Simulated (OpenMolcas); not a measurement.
Fe3+ among 6 point charges of -2.2 e arranged as a tetragonal octahedron (D4h), 1.96 Å from the ion, with the axial distance 1.823 Å.
```
   1.9600    0.0000    0.0000  -2.20
   0.0000    1.9600    0.0000  -2.20
  -1.9600    0.0000    0.0000  -2.20
   0.0000   -1.9600    0.0000  -2.20
   0.0000    0.0000    1.8228  -2.20
   0.0000    0.0000   -1.8228  -2.20
```

```yaml
Program: OpenMolcas 26.06
Method: "SS-CASPT2, IPEA 0.25 Eh, imaginary shift 0.1 Eh (closed shells correlated: 3s 3p)"
Basis: ANO-RCC-VDZP [5s4p2d1f]
Scalar_Hamiltonian: DKH2, point nucleus
Active_space: 5 electrons in 5 orbitals (3d)
State_averaging: 2S+1 = 6 even, 1 root; 2S+1 = 4 even, 24 roots; 2S+1 = 2 even, 75 roots
Spin-orbit_coupling: RASSI with atomic mean-field integrals over the reference wave functions
```

Q: What is the spin-free ground state (labels of D4, the rotations of D4h)?

A: 6A1, 1-fold in its orbital part, 100 % from free-ion S terms; it has the highest spin that d5 allows.

Q: What are the lowest two levels with spin-orbit coupling?

A: A 2-fold level E3/2 with g = 0.01, 0.01, 10.01, then a 2-fold level E3/2 0 cm-1 above it. Their leading multiplicities are 6 (100 %) and 6 (100 %).

Q: What is χT at 300 K, and how does it compare with the textbook value?

A: The lowest level has 2S+1 = 6, for which the spin-only value is χT = S(S+1) / 2 = 4.375 cm3 K/mol (g = 2). The computed 4.385 at 300 K differs by +0.010, little more than the free-electron g of 2.0023 accounts for.

Over all roots computed the reference weight is 0.86 to 0.96; the roots of lowest weight are the least certain, and an intruder state may touch them. Free-ion shares, where given, are those of the reference states; single-state CASPT2 does not remix them. Point charges carry no covalency, so the field is a model and not that of real ligands. No measured value stands beside these numbers.
